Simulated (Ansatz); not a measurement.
Zn2O: single points at one geometry.

```yaml
crystal:
  periodic: [false, false, false]
  atoms:
    - {symbol: Zn, position_ang: [-1.796871, -0.212600, -0.007749]}
    - {symbol: Zn, position_ang: [1.796845, 0.212802, 0.007739]}
    - {symbol: O, position_ang: [0.000025, -0.000202, 0.000000]}
basis:
  gaussian: {orbitals: def2-TZVP, initial_orbitals: start.molden}
magnetization: {spin_polarized: true, initial_magnetization: 0}
hamiltonian: {xc: pbe0, dispersion: d4}
output: {orbitals: {seedname: orbitals}}
```

The file start.molden holds the orbitals of an earlier run on this structure, at another level or in another basis.

```sh
$ ansatz run in.yaml --threads 4 --pin off --events-out ev --progress --plain --max-ram 3916MiB
```

Shortened log:

```
Functional definition: PBE0
1022 factors; integrals over basis functions are off by at most 9.0e-4 eV
mean field evaluation 1: about -98867.3116 eV, gradient 1.1e2 eV
mean field evaluation 2: about -98870.2072 eV, gradient 5.3e0 eV
mean field evaluation 4: about -98870.6847 eV, gradient 4.8e-1 eV
mean field evaluation 8: about -98870.6870 eV, gradient 5.2e-5 eV
mean field evaluation 16: about -98870.3802 eV, gradient 1.3e0 eV
mean field evaluation 32: about -98870.4792 eV, gradient 6.9e-1 eV
mean field evaluation 64: about -98870.3919 eV, gradient 5.6e0 eV
mean field -98870.68695770 eV, -3633.4307287368 hartree, gradient 5.2e-5 eV, S^2 0.765185; 6 other end points of the search recorded, 0 dependent functions left out
reference -98870.68698642 eV, -3633.4307297925 hartree; 34, 34 occupied and 93, 93 virtual orbitals, 1022 factors
Total energy: -98870.77283418 eV, -3633.4338846394 hartree
```

It took 10 s on 4 threads of Arm Neoverse V1 on a shared host.

The first input with `hamiltonian: {xc: pbe, dispersion: d4}`, `scf: {omitted_lower_state_checks: [starts]}` (abridged; 2.5 s):

```
Functional definition: PBE
mean field -98870.11939241 eV, -3633.4098710970 hartree, gradient 1.4e-5 eV, S^2 0.191195
Total energy: -98870.22009168 eV, -3633.4135717271 hartree
Checks for a lower state left out: starts
```

First input, but with `hamiltonian: {xc: r2scan, dispersion: d4}`, `scf: {omitted_lower_state_checks: [starts]}` (abridged; 4.8 s):

```
Functional definition: r2SCAN
mean field -98884.80030979 eV, -3633.9493848597 hartree, gradient 8.7e-6 eV, S^2 0.715296
Total energy: -98884.82080064 eV, -3633.9501378847 hartree
Checks for a lower state left out: starts
```

Geometry: PBE-D4/def2-TZVP, that of the neutral singlet.

At PBE0-D4/def2-TZVP, PBE-D4/def2-TZVP, r2SCAN-D4/def2-TZVP the unrestricted singlet has broken spin symmetry (⟨S²⟩ up to 0.77). The structure comes from a short search, and lower isomers may exist.
